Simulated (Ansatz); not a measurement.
Potential energy curve for PH (cation, charge +1), lowest doublet found (which spin is the ground state isn't settled by this scan).

- UKS-PBE = unrestricted PBE/aug-cc-pVTZ (Ansatz, a first-principles code)
- UKS-BLYP = unrestricted BLYP/aug-cc-pVTZ run with Ansatz
- FCI = Ansatz with full CI/aug-cc-pVTZ, frozen core

Energies relative to the lowest point of each curve between 1.19 and 1.74 Å, where full CI is lowest, in kJ/mol:

| R / Å | UKS-PBE | UKS-BLYP |
|---|---|---|
| 1.00 | 411.7 | 404.3 |
| 1.14 | 148.6 | 144.5 |
| 1.25 | 50.8 | 48.7 |
| 1.30 | 26.2 | 24.9 |
| 1.55 | 7.4 | 7.9 |
| 1.64 | 23.9 | 24.4 |
| 1.74 | 48.7 | 49.0 |
| 1.86 | 83.2 | 82.9 |
| 2.70 | 265.9 | 266.0 |
| 3.05 | 281.8 | 285.8 |
| 3.48 | 292.3 | 295.7 |
| 4.00 | 297.2 | 300.2 |

**Question.** What does FCI give at the same points?

**Answer.** 1.00: 397.3; 1.14: 137.4; 1.25: 43.4; 1.30: 20.8; 1.55: 11.3; 1.64: 30.5; 1.74: 57.6; 1.86: 93.8; 2.70: 282.1; 3.05: 309.1; 3.48: 322.1; 4.00: 327.1 (kJ/mol).

The scan ran from 1.00 to 4.68 Å; beyond the distances shown full CI changes its symmetry label. The unrestricted determinant behind UKS-PBE is spin-contaminated at 2.23 to 4.00 Å (<S²> up to 1.8, against 0.75 for a pure doublet). The unrestricted determinant behind UKS-BLYP is spin-contaminated at 2.43 to 4.00 Å (<S²> up to 1.8, against 0.75 for a pure doublet).
